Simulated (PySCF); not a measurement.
Compound: C2F4O.
Numbering: `[O:1]=[C:2]([F:3])[C:4]([F:5])([F:6])[F:7]`

The calculation used PySCF 2.14.0, PBE0-D3(BJ)/def2-SVP geometry optimisation, gas phase.

Task: List the bond lengths, angles and torsions at this level.

Result: 
| bond | length (pm) | order |
| --- | --- | --- |
| O1=C2 | 117.5 | double |
| C2–F3 | 132.3 | single |
| C2–C4 | 153.7 | single |
| C4–F5, C4–F6 | 132.8 | single |
| C4–F7 | 131.7 | single |

Bonds in one row agree within 1 pm and their mean is given. Orders are formal, as drawn. A selection of angles:
| angle | degrees |
| --- | --- |
| O1–C2–F3 | 124.1 |
| O1–C2–C4 | 126.3 |
| F3–C2–C4 | 109.6 |
| C2–C4–F5 | 109.8 |
| F5–C4–F6 | 108.8 |

Torsions: O1–C2–C4–F5 -123° (anticlinal).

No frequency check.

Hardware: Arm Neoverse V1, one thread, no GPU, shared host with 32 logical CPUs at a one-minute load of 11. Cost: 24 s of wall time, 0.40 GiB resident at most. That covers the optimisation of the geometry.
